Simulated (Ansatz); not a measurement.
AgF, charge -1, doublet, geometry from GFN2-xTB (such geometries of metal compounds can be far from the true shape) (the multiplicity is a formal guess) (core potentials on Ag) (a gas-phase anion, which may not be bound at this level); Ansatz (an electronic-structure program) with CASSCF(3,4)/def2-SVP.

Input for Ansatz:
Ansatz 0.2 input:
```yaml
crystal:
  periodic: [false, false, false]
  atoms:
    - {symbol: Ag, position_ang: [-0.00000000, -0.00000000, -0.38161678]}
    - {symbol: F, position_ang: [0.00000000, 0.00000000, 1.99288764]}
basis:
  gaussian:
    orbitals: def2-SVP
hamiltonian:
  xc: hf
total_charge: -1
correlation: {active_space: {window: {electrons: 3, orbitals: 4}}}
magnetization: {spin_polarized: false, initial_magnetization: 1}
```

Problem. Predict the main parts of the log of this Ansatz run.

Solution. 
```
Functional definition: HF
459 factors; integrals over basis functions are off by at most 4.6e-4 eV
mean field evaluation 1: about -6678.0603 eV, gradient 9.9e0 eV
mean field evaluation 2: about -6678.0729 eV, gradient 9.9e0 eV
mean field evaluation 4: about -6678.7415 eV, gradient 1.3e0 eV
mean field evaluation 8: about -6678.7624 eV, gradient 2.0e-4 eV
mean field evaluation 16: about -6678.1401 eV, gradient 1.0e1 eV
mean field -6678.76244062 eV, -245.4399926651 hartree, gradient 1.4e-6 eV, S^2 0.750000; 1 other end points of the search recorded, 0 dependent functions left out
reference -6678.76244062 eV, -245.4399926651 hartree; 15, 14 occupied and 30, 31 virtual orbitals, 459 factors
state -6679.30266105 eV, -245.4598453996 hartree
Total energy: -6679.30266105 eV, -245.4598453996 hartree
```
